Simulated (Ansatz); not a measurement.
Computed with Ansatz on PBE0-D4/def2-TZVP structures; ΔE is electronic, products minus reactants. CCSD(T)/CBS is the MP2 limit (def2-TZVPP, def2-QZVPP) plus CCSD(T) − MP2 in def2-TZVPP, frozen cores. This one scheme is used for every species. DFT in def2-TZVPP. One conformer a species, not always the lowest.

`N[SiH2]C[SiH3]` → `C[SiH2]N` + `[SiH2]`  (silylene formation by 1,1-elimination)

CCSD(T)/CBS gives +240.3 kJ/mol.

(1) Another level gave +217.2 kJ/mol. Which?
A. B2PLYP/def2-TZVPP
B. MP2/def2-TZVPP
C. BLYP/def2-TZVPP
D. RPA@PBE/def2-TZVPP

(2) What do rigid-rotor, harmonic-oscillator terms from PBE0-D4/def2-TZVP frequencies (298.15 K, 1 bar) make of the CCSD(T)/CBS value? (Estimate.)

Largest T1 diagnostic among the species: 0.014.

## Answers

(1) D. RPA@PBE/def2-TZVPP 217.2, MP2/def2-TZVPP 254.7, B2PLYP 232.7, BLYP 204.5 kJ/mol.

(2) Ansatz gave: ΔZPE = -10.6 kJ/mol, ΔH = +234.3 kJ/mol, ΔS = 148 J/(mol·K), ΔG = +190.1 kJ/mol. Modes under 50 cm⁻¹ make the entropy rough.

From PBE to PBE0 (25 % exact exchange), in def2-TZVPP and without D4, ΔE moves by +10.1 kJ/mol. Leaving LDA and LC-ωPBE aside and taking each functional with its dispersion term where it has one, the values, not all of them listed here, spread over 38.2 kJ/mol, from BLYP-D4 to r2SCAN0-D4. LDA lies +35.8 kJ/mol from PBE without D4. In def2-TZVPP, CCSD(T) changes the Hartree–Fock value by +16.5 kJ/mol (the triples alone add +5.0 kJ/mol) and MP2 by +36.9 kJ/mol.

CCSD(T)/CBS has its own doubt, a few kJ/mol and more with outer-core shells, so smaller differences from it don't rank the levels.
